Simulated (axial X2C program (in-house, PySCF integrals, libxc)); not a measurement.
## Which molecule gave these maps?

PBE0 fields computed with an in-house relativistic program for diatomic molecules, 2c, near the equilibrium distance, one atom at z = 0.

The maps cover the half plane through the axis: z from -2.4 to 4.8 Å along the bond, ρ from 0.15 to 2.25 Å away from it.

log10 of the density in e/bohr³:

```
 ρ\z  -2.4  -1.8  -1.2  -0.6   0.0   0.6   1.2   1.8   2.4   3.0   3.6   4.2   4.8
0.15  -3.6  -2.6  -1.5  -0.5   1.4  -0.5  -1.2  -0.6   1.2  -0.2  -1.6  -2.4  -3.4
0.45  -3.7  -2.6  -1.6  -0.8   0.1  -0.8  -1.3  -1.0   0.2  -0.7  -1.7  -2.5  -3.4
0.75  -3.8  -2.8  -1.8  -1.1  -0.8  -1.1  -1.5  -1.4  -0.9  -1.2  -1.9  -2.7  -3.5
1.05  -4.0  -3.0  -2.1  -1.5  -1.2  -1.4  -1.8  -1.7  -1.5  -1.7  -2.2  -2.9  -3.7
1.35  -4.2  -3.3  -2.5  -1.9  -1.6  -1.8  -2.1  -2.1  -2.0  -2.1  -2.5  -3.2  -4.0
1.65  -4.4  -3.6  -2.8  -2.3  -2.1  -2.2  -2.5  -2.5  -2.4  -2.6  -2.9  -3.5  -4.2
1.95  -4.6  -3.9  -3.2  -2.8  -2.6  -2.7  -2.9  -3.0  -2.9  -3.0  -3.3  -3.9  -4.6
2.25  -4.9  -4.2  -3.7  -3.2  -3.1  -3.1  -3.3  -3.4  -3.4  -3.5  -3.8  -4.3  -4.9
```

Electron localisation function (collinear form, no current term, damped to 0 at low density):

```
 ρ\z  -2.4  -1.8  -1.2  -0.6   0.0   0.6   1.2   1.8   2.4   3.0   3.6   4.2   4.8
0.15  0.01  0.30  0.73  0.19  0.24  0.17  0.60  0.22  0.22  0.47  0.56  0.92  0.39
0.45  0.01  0.27  0.72  0.34  0.48  0.29  0.58  0.17  0.67  0.24  0.64  0.91  0.30
0.75  0.01  0.21  0.69  0.74  0.35  0.67  0.53  0.22  0.20  0.22  0.75  0.88  0.15
1.05  0.00  0.14  0.59  0.82  0.81  0.76  0.43  0.31  0.25  0.43  0.83  0.79  0.05
1.35  0.00  0.07  0.44  0.74  0.80  0.68  0.30  0.28  0.42  0.64  0.82  0.53  0.01
1.65  0.00  0.02  0.25  0.56  0.65  0.51  0.17  0.15  0.41  0.64  0.64  0.14  0.00
1.95  0.00  0.00  0.09  0.32  0.42  0.29  0.08  0.06  0.19  0.34  0.22  0.01  0.00
2.25  0.00  0.00  0.02  0.10  0.17  0.11  0.03  0.02  0.04  0.06  0.02  0.00  0.00
```

Axial spin density in 10⁻³ e/bohr³:

```
 ρ\z  -2.4  -1.8  -1.2  -0.6   0.0   0.6   1.2   1.8   2.4   3.0   3.6  4.2  4.8
0.15   0.1   1.6  13.6  32.6  28.4  31.2  15.4  -4.5  -3.7  10.5  13.4  2.4  0.3
0.45   0.1   1.3  10.3  32.8   2.7  33.1  11.8  -3.8  -0.7  14.8  10.4  2.0  0.3
0.75   0.1   0.9   6.2  21.6  23.9  23.1   7.2  -2.2   1.8  11.4   6.4  1.4  0.2
1.05   0.1   0.5   3.1  10.1  14.6  11.4   3.6  -0.9   1.6   5.9   3.3  0.8  0.1
1.35   0.0   0.2   1.3   4.0   6.0   4.7   1.6  -0.3   0.8   2.4   1.5  0.4  0.1
1.65   0.0   0.1   0.5   1.5   2.2   1.8   0.6   0.0   0.3   0.9   0.6  0.2  0.0
1.95   0.0   0.1   0.2   0.5   0.7   0.6   0.2   0.0   0.1   0.3   0.2  0.1  0.0
2.25   0.0   0.0   0.1   0.2   0.2   0.2   0.1   0.0   0.1   0.1   0.1  0.0  0.0
```

Question: Which molecule is it?
A. PO⁺
B. MoBr⁻
C. GaSe⁺
D. CrSi⁻

Answer: C. GaSe⁺, with Se at z = 0 and Ga at z = 2.472 Å, state Ω = 2 (⟨Sz⟩ = 0.99, ⟨Lz⟩ = 1.01 at PBE0), basis Se dyall-cv3z [8s9p6d4f1g], Ga dyall-cv3z [9s9p7d4f1g] (cores contracted in-house). Density functionals use the spin component along the axis (collinear). The functionals have no current-density term, which raises determinants with orbital currents, atoms included. The state is one determinant with fixed occupations, lowest in a PBE0 search at one distance only: followed along the bond, the spin-free determinant M_S = 1, Λ = 0 reaches 0.29 eV lower at PBE0, so the state shown is not the lowest. With several unpaired electrons one determinant need not be a pure state. Open-shell Ω = 0 determinants with evenly filled partner blocks cannot be reached by this program, so the Ω shown need not be the lowest component.
